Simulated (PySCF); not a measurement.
A structure optimised at PBE-D3(BJ)/def2-SVP, used in a PySCF frequency run:

```xyz
4

Cr     0.4301    -0.3037     0.0000
O      1.0662     0.3473     1.2444
O      1.0662     0.3473    -1.2444
Cl    -1.6107     0.1019     0.0000
```
Charge +1, spin multiplicity 1.

Q: Write its SMILES, formula and point group.

A: [O]=[Cr+](=[O])[Cl], ClCrO₂, Cs

Q: What are its rotational constants (standard atomic weights)?

A: 8.6302, 3.4386, 2.6952 GHz
